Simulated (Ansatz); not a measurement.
Relaxation of BFH5N2 (9 atoms, charge 0, multiplicity 2), to a largest force component of 0.03 eV/Å in at most 50 steps.

Method: UKS PBE0-D4/def2-SVP in Ansatz.

```xyz
9
Properties=species:S:1:pos:R:3:forces:R:3
B -0.022 0.059 0.249 -0.16 0.98 0.07
H 0.155 -1.192 0.208 0.12 -1.23 -0.08
N 1.228 0.407 -0.479 0.38 -0.30 -0.45
H 1.448 -0.109 -1.344 -0.15 0.41 0.59
H 2.074 0.512 0.086 -0.31 -0.05 -0.10
N -1.319 0.161 -0.458 -0.16 -0.45 -1.51
H -2.161 -0.145 0.032 0.28 0.04 -0.07
H -1.354 -0.136 -1.471 0.00 0.45 1.60
F -0.050 0.441 1.567 0.00 0.14 -0.05
```

Task: Where does it end, and by what steps?

Result: It converged. After 8 steps the energy has fallen by 0.140 eV; H4 moved furthest, 0.19 Å.

| step | energy less start (eV) | largest force component (eV/Å) | accepted |
| --- | --- | --- | --- |
| 0 | 0.0000 | 1.601 | yes |
| 1 | -0.0877 | 0.831 | yes |
| 2 | -0.1165 | 0.417 | yes |
| 3 | -0.1229 | 0.292 | yes |
| 4 | -0.1328 | 0.269 | yes |
| 5 | -0.1381 | 0.085 | yes |
| 6 | -0.1401 | 0.043 | yes |
| 7 | -0.1403 | 0.039 | yes |
| 8 | -0.1404 | 0.015 | yes |

```xyz
9
Properties=species:S:1:pos:R:3
B -0.021 0.138 0.216
H 0.140 -1.352 0.227
N 1.242 0.407 -0.451
H 1.423 0.076 -1.390
H 2.077 0.407 0.122
N -1.290 0.127 -0.492
H -2.124 -0.046 0.057
H -1.368 -0.241 -1.431
F -0.080 0.484 1.533
```

Whether the end is a true minimum wasn't checked by a vibrational analysis.

Run time: 24 s on 2 threads of Arm Neoverse V1 (shared host), peak memory 0.19 GiB.
